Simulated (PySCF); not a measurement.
Species: C₆H₄Br, net charge 0, doublet state. It need not be the lowest isomer of its formula. SMILES: Brc1[c]cccc1
Geometry: optimised at B3LYP-D3(BJ)/def2-TZVP (Ansatz).

Dispersion corrections to the total energy (kcal/mol) from the dftd3 and dftd4 libraries through PySCF: D3(BJ) without and D4 with the three-body term, each with the damping fitted for the functional named.

```json
[
 {"functional": "B2GP-PLYP", "D3(BJ)": "-5.31", "D4": "-3.36"},
 {"functional": "PBE", "D3(BJ)": "-7.75", "D4": "(withheld)"},
 {"functional": "BHLYP", "D3(BJ)": "-10.94", "D4": "-9.52"},
 {"functional": "B3LYP", "D3(BJ)": "-13.82", "D4": "-12.79"},
 {"functional": "r2SCAN", "D3(BJ)": "-2.20", "D4": "-1.95"},
 {"functional": "TPSS", "D3(BJ)": "-9.92", "D4": "(withheld)"},
 {"functional": "HF", "D3(BJ)": "-60.68", "D4": "(withheld)"}
]
```

### Question
Fill in the missing entries.

### Answer

- PBE, D4: -7.91
- TPSS, D4: -10.72
- HF, D4: -28.75
